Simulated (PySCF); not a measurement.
A structure optimised at PBE-D3(BJ)/def2-TZVP, used in a PySCF frequency run:

```xyz
5

O      0.0000     0.0000    -2.1414
B      0.0000     0.0000    -0.9358
B      0.0000     0.0000     0.7004
O      0.0000     0.0000     1.9257
H      0.0000     0.0000     2.9024
```
Charge +1, spin multiplicity 1.

### Question
Write its SMILES, formula and point group.

### Answer
O=BB=[OH+], B2HO2, C∞v

### Question
What are its rotational constants (standard atomic weights)?

### Answer
3.2442 GHz (linear rotor, B only)
